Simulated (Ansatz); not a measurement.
In₂O₄H₂⁺. Charge 1, multiplicity 2. Geometry B3LYP-D4/def2-SVP, that of the neutral singlet; atoms count from 1.

```xyz
8

In   -0.800   -0.833   -0.935
In    0.957    0.409    1.059
O    -0.383    1.084   -0.338
O    -2.002   -1.663   -2.286
O     0.540   -1.499    0.456
O     2.141    1.255    2.416
H     2.038    2.218    2.384
H    -2.492   -0.970   -2.756
```

In the def2 sets In takes a core potential; there is no spin–orbit coupling. The structure comes from a short search, and lower isomers may exist.

Question: Estimate the Mulliken populations from the PBE0/def2-TZVP orbitals of Ansatz.

Answer: 
```
atom  charge (e)  spin (α − β)
 In1        1.12         -0.08
 In2        1.12         -0.08
  O3       -0.45          0.64
  O4       -0.53         -0.03
  O5       -0.44          0.58
  O6       -0.53         -0.03
  H7        0.35          0.00
  H8        0.35          0.00
```
Mulliken values depend strongly on the basis.

Question: Where does the spin sit?

Answer: Summed by element: In -0.16, O 1.16, H 0.00, of 1 unpaired in all. Largest on single atoms: O3 0.64, O5 0.58, In2 -0.08.

Question: And the Mayer bond orders between heavy atoms (over 0.3)?

Answer: In1–O3 0.72 (2.05 Å); In1–O4 1.15 (1.99 Å); In1–O5 0.76 (2.04 Å); In2–O3 0.72 (2.05 Å); In2–O5 0.76 (2.04 Å); In2–O6 1.15 (1.99 Å).
